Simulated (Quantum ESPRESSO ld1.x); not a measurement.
Er43+, configuration [Ar] 3d7. All-electron calculation, scalar-relativistic Kohn-Sham, revPBE, spin-unpolarised, spherical densities, point nucleus. Program: ld1.x of Quantum ESPRESSO 7.5. Some entries of the table are withheld. Estimate them.

orbital,occ.,eigenvalue (hartree),<1/r> (bohr^-1)
1s,2,-2192.51,77.59
2s,2,-436.199,(1)
2p,6,-395.580,16.73
3s,2,-154.124,6.943
3p,6,-141.739,6.514
3d,7,-127.456,6.188
4s,0,(2),3.490
4p,0,-72.2267,3.314

Answer. 
(1) 2s <1/r> (bohr^-1): 18.13
(2) 4s eigenvalue (hartree): -77.0657
